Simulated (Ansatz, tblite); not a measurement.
Removing and adding an electron: dimethylphenylsulfonium hydroxide, `C[S+](C)c1ccccc1.[OH-]`. Total charge 0; singlet. Geometry: PBE-D4/def2-SVP. Ansatz, gas phase; energy differences of separate SCF runs; the oxidised species was run as a doublet alone; the reduced species was run as a doublet alone.

```xyz
22

C    -0.742   -1.558    1.514
S    -1.130    0.191    1.136
C    -2.280    0.321   -0.281
C     0.431    0.352   -0.012
C     1.345    1.342    0.378
C     2.520    1.558   -0.364
C     2.782    0.780   -1.501
C     1.869   -0.213   -1.896
C     0.697   -0.426   -1.153
H     0.349   -1.724    1.427
H    -1.133   -1.704    2.535
H    -1.277   -2.214    0.799
H    -3.162    0.831    0.141
H    -1.801    0.876   -1.109
H    -2.558   -0.696   -0.622
H     1.132    1.950    1.274
H     3.233    2.338   -0.052
H     3.701    0.947   -2.085
H     2.073   -0.824   -2.790
H    -0.008   -1.213   -1.470
O    -2.760   -0.082    2.240
H    -3.283   -0.833    1.892
```

The xTB rows come from tblite. HOMO above LUMO, or a gap near zero within one spin, warns that the state may not be the lowest or that an electron is smeared out.

```csv
level,−HOMO (eV),vertical IE (eV),−LUMO (eV),vertical EA (eV),HOMO–LUMO gap (eV),IE − EA (eV),remarks
GFN1-xTB,10.98,13.79,7.40,4.72,3.59,9.07,–
PBE-D4/def2-TZVP,5.09,8.01,1.58,-0.67,3.51,8.67,"HOMO above zero (-1 doublet), gap within one spin near zero (+1 doublet)"
BLYP-D4/def2-TZVP,4.97,7.93,1.42,-0.76,3.55,8.69,"HOMO above zero (-1 doublet), gap within one spin near zero (+1 doublet)"
```

Estimate the rows for GFN2-xTB, PBE0-D4/def2-TZVP.


```json
{"level": "GFN2-xTB", "−HOMO (eV)": "9.68", "vertical IE (eV)": "12.41", "−LUMO (eV)": "6.37", "vertical EA (eV)": "3.81", "HOMO–LUMO gap (eV)": "3.32", "IE − EA (eV)": "8.60", "remarks": "–"}
{"level": "PBE0-D4/def2-TZVP", "−HOMO (eV)": "6.42", "vertical IE (eV)": "8.05", "−LUMO (eV)": "0.70", "vertical EA (eV)": "-0.80", "HOMO–LUMO gap (eV)": "5.72", "IE − EA (eV)": "8.85", "remarks": "HOMO above zero (-1 doublet)"}
```

Relaxing the reduced species (PBE-D4/def2-SVP) changes its energy by -0.74 eV at PBE-D4/def2-TZVP, so the adiabatic electron affinity to this nearest minimum is 0.07 eV. On the way the bond S2–O21 breaks. At PBE0-D4/def2-TZVP it is -0.03 eV. The highest occupied level of the relaxed charge -1 doublet lies above zero (up to 1.55 eV). Energy differences put its binding near zero (0.07 eV; each at its own geometry, to the charge 0 singlet, at PBE-D4/def2-TZVP), which leaves it undecided.     A HOMO above zero means that the electron is unbound at that level or that self-interaction error raises the level; the energy of removing that electron tells which. Raw xTB energy differences between charge states are shifted by several eV; the methods need an empirical correction for them. Sets without diffuse functions give affinities that are too small. A negative affinity means that the extra electron isn't bound; its size then hangs on the basis.
